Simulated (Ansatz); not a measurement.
The cluster CdCl2 (the lowest singlet isomer of a short search) was relaxed with r2SCAN-D4 (def2-TZVP) in Ansatz in these states: neutral quintet, neutral singlet, neutral triplet. The geometries follow in no particular order.

In the def2 sets Cd takes a core potential; there is no spin–orbit coupling.

A:

Cartesian coordinates in Å:
```
Cd -0.0011 -0.0010 0.0052
Cl -1.7968 -1.2209 -0.6335
Cl 1.7979 1.2219 0.6283
```

B:

```xyz
3

Cd   -0.4541    1.3537   -0.2300
Cl   -0.7405   -0.8426    1.0497
Cl    1.1946   -0.5112   -0.8197
```

C:

Cartesian coordinates in Å:
```
Cd 0.000 0.000 0.000
Cl 2.985 -0.479 0.297
Cl -2.985 0.479 -0.298
```

**Question.** Judge from the bond lengths which geometry belongs to which state (an estimate).

**Answer.** A is the neutral singlet (Cd1–Cl2 2.263 Å, Cd1–Cl3 2.263 Å); B is the neutral triplet (Cd1–Cl2 2.558 Å, Cd1–Cl3 2.558 Å); C is the neutral quintet (Cd1–Cl2 3.038 Å, Cd1–Cl3 3.038 Å).

In the triplet, Cl2 and Cl3 lie 2.71 Å apart (atoms count from 1), so these atoms are partly bonded to each other.
